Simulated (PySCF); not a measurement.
This PySCF input asks for the NMR shieldings of SMILES C/N=C\[C@@H]1CCS1(=O)=O, C5H9NO2S; the geometry comes from GFN2-xTB.

```python
import basis_set_exchange as bse
import numpy as np
from pyscf import gto, dft
from pyscf.prop import nmr

atoms = """
C     2.388084   -0.714279    0.815274
N     2.258677    0.487632    0.055394
C     1.222189    0.787073   -0.581764
C    -0.039363    0.001091   -0.700794
C    -1.309531    0.753596   -1.108349
C    -2.299002    0.171747   -0.097528
S    -0.878078   -0.448747    0.884264
O    -0.538256    0.416023    1.973621
O    -0.926796   -1.861801    1.135349
H     1.577640   -1.440265    0.694575
H     3.343266   -1.169328    0.549124
H     2.440579   -0.423958    1.865390
H     1.233107    1.748210   -1.088056
H     0.106068   -0.928932   -1.249500
H    -1.178507    1.823519   -0.944030
H    -1.597755    0.591491   -2.146746
H    -2.942522    0.885204    0.403218
H    -2.868560   -0.671959   -0.471099
"""
names = dict.fromkeys(["C", "N", "S", "O", "H"], "pcSseg-1")
basis = {el: gto.basis.parse(bse.get_basis(n, elements=[el], fmt="nwchem")) for el, n in names.items()}
mol = gto.M(atom=atoms, basis=basis, charge=0, verbose=0)
mf = dft.RKS(mol, xc="PBE0")
mf.grids.level = 2
mf.grids.alignment = dft.numint.BLKSIZE   # the property module wants whole blocks of grid points
mf.conv_tol = 1e-9
mf.kernel()

calc = nmr.RKS(mf)   # GIAO
C = mf.mo_coeff
Co = C[:, mf.mo_occ > 0]
resp = mf.gen_response(singlet=True, hermi=2)
def vind(x):   # induced exchange potential for any number of trial vectors
    d = np.einsum("pi,xij,qj->xpq", C, 2 * x.reshape(-1, C.shape[1], Co.shape[1]), Co, optimize=True)
    return np.einsum("xpq,pi,qj->xij", resp(d - d.transpose(0, 2, 1)), C, Co, optimize=True).ravel()
mo1, _ = nmr.rhf.solve_mo1(calc, with_cphf=vind)
sigma = calc.kernel(mo1)
for i, s in enumerate(sigma):   # ppm
    print("%2d %-2s %9.2f" % (i, mol.atom_pure_symbol(i), np.trace(s) / 3))
```

Problem. Give the expected output.

Solution. 
```
 0 C     139.57
 1 N    -142.75
 2 C      29.45
 3 C     104.43
 4 C     172.57
 5 C     117.63
 6 S     190.89
 7 O     108.58
 8 O      59.55
 9 H      28.17
10 H      27.72
11 H      27.71
12 H      24.20
13 H      26.80
14 H      29.66
15 H      29.41
16 H      27.89
17 H      27.76
```

These numbers come from an equivalent density-fitted implementation of the same equations, which agrees with the script to about 0.01 ppm for H and up to a few tenths of a ppm for heavy atoms, so last digits may differ.

Problem. Turn these shieldings into chemical shifts. Referencing at the same level of theory: TMS for ¹³C (σ = 186.93 ppm), ¹H (σ = 31.72 ppm); NH3 for ¹⁵N (σ = 267.73 ppm); ³³S (σ = 503.73 ppm) vs CS2; H2O for ¹⁷O (σ = 336.08 ppm).

Solution. Averaging equivalent atoms: C 2: 157.5; C 3: 82.5; C 5: 69.3; C 0: 47.4; C 4: 14.4; N 1: 410.5; S 6: 313; O 8: 276.5; O 7: 227.5; H 12: 7.52; H 13: 4.92; H 17: 3.96; H 9/10/11: 3.85; H 16: 3.83; H 15: 2.31; H 14: 2.06 ppm. Unscaled 17O shifts of doubly bonded oxygen tend to come out too high, by tens of ppm or more. Experimental scales use liquid or dissolved standards, which lie at an offset from isolated NH3 (liquid NH3: subtract about 20 ppm) and H2O (liquid H2O: subtract about 36 ppm). Unscaled 15N shifts of sp2 nitrogen come out 20 to 40 ppm too high even then.

Size and cost of the density-fitted run: 205 basis functions, 25 s wall time on 1 thread of an x86-64 server CPU, shared host.
